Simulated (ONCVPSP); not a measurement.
**Which change was made? (Pr, ONCV)**

```json
{
 "Element": "praseodymium",
 "Generator": "ONCVPSP 4.0.1",
 "Type": "optimised norm-conserving Vanderbilt (ONCV)",
 "Functional": "BLYP",
 "Relativity": "scalar-relativistic",
 "Frozen core": "[Kr] 4d10 4f2",
 "Valence charge": "11",
 "Reference configuration": "5s2 5p6 5d1 6s2",
 "Partial waves": "5s+6s: rc 2.60 bohr, ncon 4, nbas 9, qcut 5.4 1/bohr, 2 projectors; 5p: rc 2.45 bohr, ncon 4, nbas 7, qcut 4.8 1/bohr, 2 projectors, debl 2.3 Ha; 5d: rc 3.60 bohr, ncon 5, nbas 10, qcut 5 1/bohr, 2 projectors, debl 0.8 Ha",
 "Local potential": "polynomial inside 1.60 bohr (lpopt 5, dvloc0 1 Ha)",
 "Core correction": "Teter function, fcfact 3.75, rcfact 1.55"
}
```

Cutoffs, loose and tight: the cutoffs (Ha) at which the residual kinetic energy of the hardest occupied pseudo-wave falls to 1 and 0.1 mHa per electron. They do not see the model core or the augmentation charge, which bear on the density cutoff. Test errors are all-electron minus pseudo excitation energies from the reference, over the configurations 5s2 5p6 5d1 6s1; 5s2 5p6 5d1 6s0; 5s2 5p6 5d0 6s0; 5s2 5p6 5d1 6s0 6p2; variants that change the core or the reference have their own tests.

The base gives: outcome: generated; cutoff, loose: 8.5 Ha; cutoff, tight: 10 Ha; bound ghosts: none; GHOST(+) flags above zero: s; largest test error (meV): -54.

Problem. After one change the result is: outcome: generated; cutoff, loose: 6.2 Ha; cutoff, tight: 8.5 Ha; bound ghosts: none; GHOST(+) flags above zero: none; largest test error (meV): -25. Which change was it?
A. all radii but the core radius scaled by about 0.81 (s 2.12, p 1.98, d 2.92 bohr); local potential polynomial inside 1.30 bohr (lpopt 5, dvloc0 1 Ha)
B. all radii but the core radius scaled by about 1.30 (s 3.38, p 3.18, d 4.68 bohr); local potential polynomial inside 2.08 bohr (lpopt 5, dvloc0 1 Ha)
C. all radii but the core radius scaled by about 1.17 (s 3.06, p 2.88, d 4.22 bohr); local potential polynomial inside 1.88 bohr (lpopt 5, dvloc0 1 Ha)

Solution. C. The others give: all radii but the core radius scaled by about 1.30 (s 3.38, p 3.18, d 4.68 bohr); local potential polynomial inside 2.08 bohr (lpopt 5, dvloc0 1 Ha) → outcome: generated; cutoff, loose: 6.2 Ha; cutoff, tight: 7.8 Ha; bound ghosts: none; GHOST(+) flags above zero: none; largest test error (meV): +27 | all radii but the core radius scaled by about 0.81 (s 2.12, p 1.98, d 2.92 bohr); local potential polynomial inside 1.30 bohr (lpopt 5, dvloc0 1 Ha) → outcome: generated; cutoff, loose: 12 Ha; cutoff, tight: 33 Ha; bound ghosts: s; GHOST(+) flags above zero: p; largest test error (meV): -63.
